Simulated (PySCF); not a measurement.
Computed shifts of a molecule C₆H₆, KT2/pcSseg-1 run with PySCF, GIAO, gas phase, equivalent atoms averaged, in ppm (number of nuclei): ¹³C: 211.1 (1), 88.6 (1), 78.5 (1), 75.9 (1), 68.0 (1), 27.7 (1). ¹H: 5.53 (1), 5.18 (2), 3.55 (1), 3.20 (1), 2.29 (1). References: ¹³C against TMS (σ = 185.1 ppm); ¹H against TMS (σ = 31.47 ppm), references at their B3LYP-D3(BJ)/def2-TZVP geometries, non-relativistic. Geometry: ωB97X-D3(BJ)/def2-SVP. Other conformers were not sampled.

Question: Identify the compound among the candidates.
A) C#CCCC#C
B) C#CCC=C=C
C) C=C=CC#CC
D) C#CC(C)C#C

Answer: B, C#CCC=C=C
